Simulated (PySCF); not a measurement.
C5H13O2Si, SMILES C[CH]O[SiH](C)OCC, doublet at its GFN2-xTB optimised geometry (Å):

```
21

C      1.3863     1.0011    -2.1222
C      1.7171     0.3204    -0.8534
O      0.7607    -0.0828     0.0000
Si    -0.8740    -0.0828     0.0000
C     -1.6681    -1.0859    -1.3959
O     -1.3144    -0.8601     1.3434
C     -0.8656    -0.6781     2.6603
C     -1.2735    -1.8750     3.5055
H      2.2856     1.1537    -2.7115
H      0.9136     1.9754    -1.9461
H      0.6749     0.4060    -2.6972
H      2.7033     0.3559    -0.4239
H     -1.3277     1.3153     0.0000
H     -1.6516    -0.5329    -2.3298
H     -2.7033    -1.3153    -1.1701
H     -1.1494    -2.0263    -1.5597
H     -1.3103     0.2409     3.0619
H      0.2234    -0.5604     2.6648
H     -2.3543    -1.9881     3.4892
H     -0.9436    -1.7359     4.5315
H     -0.8252    -2.7804     3.1054
```

Level of theory: unrestricted B3LYP/def2-SVP (PySCF 2.14.0). Cells within 0.4 Å of a nucleus heavier than hydrogen are left out (blank, or x).

Map of the HOMO amplitude (α) (bohr^(-3/2)) on the plane z = 0.0 Å; orbital energy -4.32 eV, overall sign arbitrary:

```
|55555555555555555555555555555|
|55555555555555555555555555555|
|55555555555555555555555555555|
|55555555555555555555555555555|
|55555555555555555555555555555|
|55555555555555555555555555555|
|55555555555555555555555555555|
|55555555555555555555555555555|
|55555555556555555566665555555|
|55555555566655555666666555555|
|55555555667655555667766655555|
|55555555666655445678776655555|
|55555555666654433578776655555|
|55555555566554310367766655555|
|55555555555xx543xx55555555555|
|55555555555xx668x965445555555|
|55555555555566789865445555555|
|55555555555566677655555555555|
|55555555555556666655555555555|
|55555555555555555555555555555|
|55555555555555555555555555555|
|55555555555555555555555555555|
|55555555555555555555555555555|
|55555555555555555555555555555|
|55555555555555555555555555555|
|55555555555555555555555555555|
|55555555555555555555555555555|
|55555555555555555555555555555|
|55555555555555555555555555555|
```
Scale: ten equal steps from -0.192 (start of '0') to 0.152 (end of '9'), in the order '0123456789'; x runs from -5.00 to 5.00, y from -5.00 (bottom) to 5.00 (top).
